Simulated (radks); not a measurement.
Task: All-electron atom: the technetium ion Tc+ in [Kr] 4d5 5s1. All-electron calculation, scalar-relativistic Kohn-Sham, PBEsol, spin-polarised, spherical densities, point nucleus; open shells are filled with parallel spins first (spin-orbit coupling, left out, can overturn this in heavy ions). Program: a radial shooting solver on a logarithmic mesh with Libxc functionals. Some entries of the table are withheld. Estimate them.

| orbital | occ. | eigenvalue (Ry) | r(max) (bohr) |
|---|---|---|---|
| 1s up | 1 | -1533.399 | 0.02229 |
| 1s down | 1 | -1533.398 | 0.02229 |
| 2s up | 1 | -219.2457 | 0.1262 |
| 2s down | 1 | -219.1990 | 0.1262 |
| 2p up | 3 | -196.3117 | 0.1009 |
| 2p down | 3 | -196.2761 | 0.1009 |
| 3s up | 1 | -38.60306 | 0.3725 |
| 3s down | 1 | -38.57485 | 0.3726 |
| 3p up | 3 | -31.07963 | 0.3658 |
| 3p down | 3 | -31.04813 | 0.3659 |
| 3d up | 5 | -18.89923 | (1) |
| 3d down | 5 | -18.85334 | (2) |
| 4s up | 1 | -6.01525 | 0.9506 |
| 4s down | 1 | -5.77959 | 0.9461 |
| 4p up | 3 | -3.96582 | 1.025 |
| 4p down | 3 | -3.70922 | 1.019 |
| 4d up | 5 | -1.12595 | 1.276 |
| 5s up | 1 | (3) | 2.570 |
| 4d down | 0 | -0.84185 | 1.260 |

Result: 
(1) 3d up r(max) (bohr): 0.3112
(2) 3d down r(max) (bohr): 0.3114
(3) 5s up eigenvalue (Ry): -0.89807
